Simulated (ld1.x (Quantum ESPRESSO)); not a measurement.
## Building the TM potential for N (PBE, scalar-relativistic).

```
Element                 : N
Generator               : ld1.x (Quantum ESPRESSO) 7.5
Type                    : norm-conserving Troullier–Martins (Kleinman–Bylander form)
Functional              : PBE
Relativity              : scalar-relativistic
Frozen core             : [He]
Valence charge          : 5
Reference configuration : 2s1 2p4
Partial waves           : 2s (bound): rc 0.90 bohr; 3d channel at -0.1 Ry: rc 1.05 bohr; 2p (bound): rc 1.10 bohr
Local potential         : the p channel
Core correction         : a·sin(br)/r model core, default radius (core density twice the valence density)
```

- Cutoffs needed: 80 Ry and 140 Ry (the cutoffs (Ry, on a coarse ladder) from which the occupation-weighted sum of valence levels, in a spherical-Bessel basis at the reference potential, stays within 10 and 1 mRy of its value at 400 Ry)
- Ghost test: no extra level below or beside the all-electron valence levels (s, d, p, f tested) (spherical-Bessel basis up to 400 Ry, 20 bohr box)
- Largest excitation error: +421 meV (all-electron minus pseudo) for 2s1 2p0, out of 7 test configurations
